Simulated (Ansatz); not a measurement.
Calculated with Ansatz (gas phase, PBE0-D4/def2-TZVP geometries, no zero-point term in ΔE). CBS: MP2 limit from def2 TZ/QZ plus the TZ coupled-cluster correction, frozen cores. This one scheme is used for every species. DFT in def2-TZVPP. For Ga outer-core shells are correlated without core-valence functions, which leaves a few kJ/mol of doubt a bond. Scalar relativity is left out up to krypton. One conformer a species, not always the lowest.

`[NH2][Ga]([NH2])[O][SiH3]` + CH₃OH → `C[O][Ga]([NH2])[NH2]` + `O[SiH3]`  (ligand exchange at a Ga–O bond)

`[NH2][Ga]([NH2])[O][SiH3]`:

```xyz
12

N     0.703   -0.094    1.851
Ga   -0.400    0.549    0.565
N    -1.642    1.848    0.757
O    -0.271   -0.154   -1.072
Si    0.663   -1.237   -1.840
H     1.507   -0.640    1.593
H     0.858    0.403    2.712
H    -1.980    2.129    1.661
H    -2.347    1.963    0.048
H    -0.105   -2.474   -2.149
H     1.170   -0.665   -3.116
H     1.843   -1.629   -1.010
```

CH₃OH:

Cartesian coordinates in Å:
```
C -0.266 0.017 -0.236
O 0.971 0.353 0.349
H -0.388 0.652 -1.114
H -1.112 0.202 0.438
H -0.303 -1.029 -0.565
H 1.099 -0.194 1.127
```

`C[O][Ga]([NH2])[NH2]`:

Cartesian coordinates in Å:
```
C 0.664 -0.684 -1.872
O 1.108 -0.040 -0.710
Ga 0.012 0.299 0.660
N -1.751 -0.114 0.506
N 0.785 1.046 2.119
H 1.475 -0.683 -2.608
H 0.387 -1.732 -1.690
H -0.199 -0.184 -2.333
H -2.351 -0.158 1.312
H -2.063 -0.750 -0.210
H 0.235 1.539 2.802
H 1.698 1.461 2.024
```

`O[SiH3]`:

```xyz
6

O     0.594    1.108    0.249
Si   -0.303   -0.254    0.013
H     1.480    1.129   -0.113
H    -0.515   -0.527   -1.435
H    -1.604   -0.003    0.673
H     0.347   -1.452    0.613
```

```csv
level,ΔE (kJ/mol)
r2SCAN-D4,24.7
BHLYP,28.3
CCSD/def2-SVP,30.5
SCS-MP2/def2-QZVPP,27.5
```

(1) What does CCSD(T)/CBS give? (An estimate is asked.)

Largest T1 diagnostic among the species: 0.013.

## Answers

(1) The calculation gave: +26.7 kJ/mol. The listed levels differ from it by -2.0, 1.6, 3.8, 0.8 kJ/mol.

Leaving LDA and LC-ωPBE aside and taking each functional with its dispersion term where it has one, the values, not all of them listed here, spread over 9.5 kJ/mol, from revPBE-D4 to BHLYP-D4. From BLYP to BHLYP (50 % exact exchange), in def2-TZVPP and without D4, ΔE moves by +7.1 kJ/mol. At CCSD(T), def2-SVP lies +3.0 kJ/mol from the extrapolated value and def2-TZVPP +0.3 kJ/mol.

CCSD(T)/CBS has its own doubt, a few kJ/mol and more with outer-core shells, so smaller differences from it don't rank the levels.
